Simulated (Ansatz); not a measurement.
Abridged output of a molecular run in Ansatz:

```
Functional definition: HF
2939 factors; integrals over basis functions are off by at most 1.1e-3 eV
mean field evaluation 1: about -17075.4407 eV, gradient 6.2e1 eV
mean field evaluation 2: about -17075.8629 eV, gradient 6.2e1 eV
mean field evaluation 4: about -17084.7761 eV, gradient 7.2e0 eV
mean field evaluation 8: about -17084.9355 eV, gradient 5.4e-1 eV
mean field -17084.93622000 eV, -627.8598254993 hartree, gradient 2.6e-6 eV, S^2 0.000000; 0 other end points of the search recorded, 0 dependent functions left out
13 core orbitals not correlated: weight in the atoms' cores, before any rotation towards them, 1.000 or more for the frozen orbitals, at most 0.000 for the correlated occupied ones
reference -17084.93622000 eV, -627.8598254993 hartree; 27, 27 occupied and 460, 460 virtual orbitals, 2939 factors
second order -43.56708659 eV of doubles, -0.00000000 eV of singles
cycle   1  -44.40600972 eV  change   -8.4e-1 eV  update   1.4e-1
cycle   2  -45.42627233 eV  change    -1.0e0 eV  update   4.1e-2
cycle   3  -45.67137553 eV  change   -2.5e-1 eV  update   2.2e-2
cycle   4  -45.65678865 eV  change    1.5e-2 eV  update   5.1e-3
cycle   5  -45.65498770 eV  change    1.8e-3 eV  update   2.6e-3
cycle   6  -45.65622823 eV  change   -1.2e-3 eV  update   7.9e-4
cycle   7  -45.65577466 eV  change    4.5e-4 eV  update   3.1e-4
cycle   8  -45.65565308 eV  change    1.2e-4 eV  update   8.4e-5
cycle   9  -45.65567770 eV  change   -2.5e-5 eV  update   2.8e-5
perturbative correction -1.75186297 eV, -0.0643797766 hartree
Total energy: -17132.34376067 eV, -629.6020204849 hartree
```

Its atoms:

```xyz
24

C    -1.3918   -0.8999    2.3184
C    -0.8075   -1.3975    1.0106
C    -1.3111   -2.7830    0.6570
O     0.5950   -1.4268    1.1083
Al    1.9057   -0.6276    0.4184
O     1.7365    0.5709   -0.7504
C     0.7066    1.2746   -1.3985
C     0.0490    2.2496   -0.4393
C     1.2860    1.9786   -2.6091
H    -1.0266    0.1038    2.5483
H    -2.4830   -0.8655    2.2715
H    -1.0985   -1.5644    3.1349
H    -1.1115   -0.7051    0.2103
H    -2.4000   -2.7917    0.5666
H    -0.8842   -3.1174   -0.2909
H    -1.0198   -3.4952    1.4329
H     3.3486   -1.0270    0.8764
H    -0.0572    0.5621   -1.7460
H     0.7879    2.9651   -0.0686
H    -0.7528    2.8050   -0.9320
H    -0.3816    1.7238    0.4173
H     0.5078    2.5096   -3.1626
H     1.7583    1.2578   -3.2790
H     2.0444    2.7001   -2.2945
```

(1) Which basis set was used?
A. def2-QZVPP
B. def2-SVP
C. def2-TZVPP
D. cc-pV(D+d)Z

(2) Write the keys of the input that set method, charge and spin (a neutral closed shell needs none for the last two).

Answers

(1) C. It gives 500 functions.

(2) 
```yaml
correlation: {method: ccsd_t}
```
